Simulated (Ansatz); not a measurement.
Relaxation of Ga(H2S)F3 (GaH₂SF₃) with RKS PBE-D4/def2-SVP.

```sh
$ ansatz run in.yaml --threads 4 --pin off --events-out ev --progress --plain --max-ram 3916MiB
```

```yaml
crystal:
  periodic: [false, false, false]
  atoms:
    - {symbol: Ga, position_ang: [0.158630, -0.270720, -0.939020]}
    - {symbol: S, position_ang: [0.138220, -0.235900, 1.565900]}
    - {symbol: H, position_ang: [0.507580, 1.050470, 1.518080]}
    - {symbol: H, position_ang: [-1.163910, 0.073440, 1.514950]}
    - {symbol: F, position_ang: [1.853510, -0.173760, -1.323020]}
    - {symbol: F, position_ang: [-0.725000, 1.252160, -1.027220]}
    - {symbol: F, position_ang: [-0.769020, -1.695700, -1.309670]}
basis:
  gaussian: {orbitals: def2-SVP}
hamiltonian: {xc: pbe, dispersion: d4}
scf: {omitted_lower_state_checks: [starts]}
output: {orbitals: {seedname: orbitals}}
relax: {f_tol: 0.02, max_steps: 100}
```

Run time 7.5 s (4 threads of Arm Neoverse V2 on a shared host).

Positions (Å) and forces (eV/Å) at steps 1, 2, 3, 4, 7 of 7:

```xyz
7
step=1 energy=-71363.5122 eV
Ga    0.159   -0.271   -0.939   -0.191    0.346    0.037
S     0.138   -0.236    1.566    0.517   -0.884    0.215
H     0.508    1.050    1.518    0.133    0.661    0.000
H    -1.164    0.073    1.515   -0.637    0.206   -0.001
F     1.854   -0.174   -1.323    0.650   -0.034   -0.112
F    -0.725    1.252   -1.027   -0.171    0.295   -0.025
F    -0.769   -1.696   -1.310   -0.301   -0.590   -0.114
7
step=2 energy=-71363.5509 eV
Ga    0.139   -0.241   -1.016   -0.153    0.308    0.109
S     0.156   -0.261    1.524   -0.039    0.040    0.147
H     0.513    1.051    1.639    0.071   -0.007   -0.056
H    -1.163    0.068    1.640   -0.017   -0.069   -0.052
F     1.871   -0.184   -1.297    0.193   -0.029   -0.065
F    -0.746    1.284   -1.195    0.025   -0.045   -0.018
F    -0.771   -1.716   -1.296   -0.081   -0.199   -0.065
7
step=3 energy=-71363.5377 eV rejected
Ga    0.131   -0.222   -0.951    0.016   -0.024   -0.194
S     0.166   -0.285    1.600   -0.182    0.374   -0.231
H     0.531    1.040    1.558   -0.066   -0.206    0.104
H    -1.169    0.043    1.571    0.188   -0.039    0.083
F     1.861   -0.174   -1.293    0.024   -0.005    0.045
F    -0.748    1.296   -1.204    0.038   -0.059    0.162
F    -0.773   -1.699   -1.281   -0.018   -0.041    0.031
7
step=4 energy=-71363.5581 eV
Ga    0.139   -0.240   -0.990   -0.037    0.079    0.002
S     0.155   -0.262    1.557   -0.051    0.095    0.002
H     0.520    1.056    1.600   -0.009   -0.065   -0.004
H    -1.172    0.063    1.605    0.057   -0.024   -0.005
F     1.872   -0.186   -1.308    0.040   -0.022   -0.008
F    -0.745    1.285   -1.160    0.007   -0.011    0.021
F    -0.770   -1.716   -1.305   -0.006   -0.053   -0.009
7
step=7 energy=-71363.5590 eV
Ga    0.142   -0.238   -0.987    0.001   -0.001   -0.004
S     0.162   -0.251    1.559   -0.009    0.019    0.003
H     0.496    1.073    1.586   -0.005   -0.014    0.000
H    -1.172    0.042    1.599    0.013   -0.004    0.001
F     1.874   -0.205   -1.321   -0.008   -0.005   -0.001
F    -0.732    1.294   -1.131    0.001    0.001    0.000
F    -0.770   -1.714   -1.303    0.007    0.005    0.000
```
